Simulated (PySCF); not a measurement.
# Dipole response of Cr⁺ (chromium, charge +1)

[Ar] 3d5, high-spin 6S determinant. All numbers are calculated (PySCF 2.14, scalar relativity by spin-free X2C-1e, in aug-cc-pVTZ-DK (8s7p5d3f2g, 93 functions)). Coupled (time-dependent) response in atomic units; α is the mean over directions.

| method | mean α (bohr³) | C₆ (like pair) | S(−4) |
| --- | --- | --- | --- |
| UHF | 9.245 | 33.54 | 82.90 |
| PBE | 14.46 | 54.29 | 296.2 |
| PBE0 | 12.39 | 46.03 | 190.4 |

S(−4) is the Cauchy moment in α(ω) = α(0) + S(−4) ω² + …

α(iu) at PBE:

| u (hartree) | α(iu) (bohr³) |
| --- | --- |
| 0 | 14.46 |
| 0.0500 | 13.77 |
| 0.100 | 12.20 |
| 0.200 | 9.133 |
| 0.300 | 7.188 |
| 0.500 | 5.092 |
| 0.750 | 3.688 |
| 1.00 | 2.830 |
| 1.50 | 1.852 |
| 2.00 | 1.318 |
| 3.00 | 0.7689 |
| 5.00 | 0.3555 |

A single London oscillator, α(iu) = α/(1 + u²/ω²), gives C₆ = (3/4) ω α². Matching the computed C₆ needs ω = 4 × 54.29 / (3 × 14.46²) = 0.346 hartree.

For an ion, C₆ is the dispersion term alone; charge-induced terms of lower order in 1/R come first.
